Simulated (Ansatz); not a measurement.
`O=C[SiH2]CS` + HCl → `O=C[SiH2]Cl` + CH₃SH  (ligand exchange at the Si–C bond)

Computed with Ansatz on PBE0-D4/def2-TZVP structures; ΔE is electronic, products minus reactants. CCSD(T)/CBS is the MP2 limit (def2-TZVPP, def2-QZVPP) plus CCSD(T) − MP2 in def2-TZVPP, frozen cores. This one scheme is used for every species. DFT in def2-TZVPP. One conformer a species, not always the lowest.

(1) Is it downhill or uphill in electronic energy at CCSD(T)/CBS, and by how much? (Estimate.)

(2) What do these levels give: PBE-D4, PBE0-D4, ωB97X-V, PBE, r2SCAN, PBE0, HF/def2-TZVPP, SCS-MP2/def2-TZVPP, CCSD/def2-TZVPP, CCSD(T)/def2-TZVPP, SCS-MP2/def2-QZVPP, CCSD/CBS(def2)? (An estimate is asked.)

Largest T1 diagnostic among the species: 0.014.

Results:

(1) The calculation gave: Downhill: ΔE = -91.3 kJ/mol.

(2) Ansatz gave: PBE-D4 -87.7, PBE0-D4 -90.6, ωB97X-V -93.5, PBE -93.9, r2SCAN -96.0, PBE0 -96.1, HF/def2-TZVPP -113.7, SCS-MP2/def2-TZVPP -94.7, CCSD/def2-TZVPP -91.6, CCSD(T)/def2-TZVPP -88.4, SCS-MP2/def2-QZVPP -96.8, CCSD/CBS(def2) -94.5 kJ/mol.

In def2-TZVPP, CCSD(T) changes the Hartree–Fock value by +25.2 kJ/mol (the triples alone add +3.2 kJ/mol) and MP2 by +22.4 kJ/mol. The D4 term adds +9.7 kJ/mol with B3LYP and +5.5 kJ/mol with PBE0; it sums over pairs of atoms, weighted by their polarisabilities, and B3LYP, whose exchange is more repulsive, gets the larger term.

B3LYP here is the variant with VWN-RPA as its local correlation; programs differ in this.
